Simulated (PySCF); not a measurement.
```xyz
4
charge 0 multiplicity 1, angstrom
Co   -0.1066    0.0000    0.0000
O    -0.7481    1.3807    0.0000
O    -0.7481   -1.3807    0.0000
F     1.5984    0.0000    0.0000
```

All numbers come from PBE0/[Co def2-SVP, O def2-SVP, F def2-SVP], no relativity, density fitting, PySCF.

This geometry of CoO₂F is a stationary point at this level.

(1) What is the point group?

(2) Is it a minimum?

(3) Give the atomic charges and bond orders.

(4) Give the ideal-gas entropy at 298.15 K and 1 bar by parts.

Answers

(1) C2v.

(2) Yes: all harmonic wavenumbers are real.

(3) 
```tsv
atom	Mulliken	Löwdin	polar tensor	Mayer order to Co1
Co1	1.00	0.44	1.41	–
O2,3	-0.32	-0.10	-0.47	1.76
F4	-0.36	-0.24	-0.46	0.84
```
Other Mayer orders above 0.3: O–O 0.55.

(4) translation 167.5, rotation 97.5, vibration 23.7, spin 0.0; total 288.7 J/(mol K).

Stability towards spin polarisation was not tested. Only a few start shapes were tried, so a lower isomer may exist.
